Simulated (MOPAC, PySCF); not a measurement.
[Y(Cl)(NH2)2], neutral singlet in the gas phase. 

Z-matrix (Å, degrees):
```
Y
N 1 2.1344
H 2 1.0296 1 127.60
H 2 1.0298 3 105.50 1 179.85
N 1 2.1344 2 115.55 3 179.64
H 5 1.0296 1 127.60 2 -179.60
H 5 1.0298 6 105.50 1 -179.86
Cl 1 2.4951 2 122.22 3 0.15
```
Charge 0, spin multiplicity 1.

All levels are single points at this geometry (PBE-D3(BJ)/def2-SVP); Pople sets use spherical d functions. Orbital energies aren't observables, and empty levels follow the basis.

SVWN5/6-31G* (LANL2DZ on Y) in PySCF gives dipole (D) = 4.12.

Question: Estimate the dipole (D) from each of these levels: PBE-D3(BJ)/def2-TZVP in PySCF; TPSSh-D3(BJ)/def2-TZVP in PySCF; BP86/6-31G* (LANL2DZ on Y) in PySCF; PBE/6-31G* (LANL2DZ on Y) in PySCF; PM6 in MOPAC.

Answer: 
| level | dipole (D) |
|---|---|
| PBE-D3(BJ)/def2-TZVP in PySCF | 3.27 |
| TPSSh-D3(BJ)/def2-TZVP in PySCF | 3.27 |
| BP86/6-31G* (LANL2DZ on Y) in PySCF | 4.07 |
| PBE/6-31G* (LANL2DZ on Y) in PySCF | 4.06 |
| PM6 in MOPAC | 3.71 |
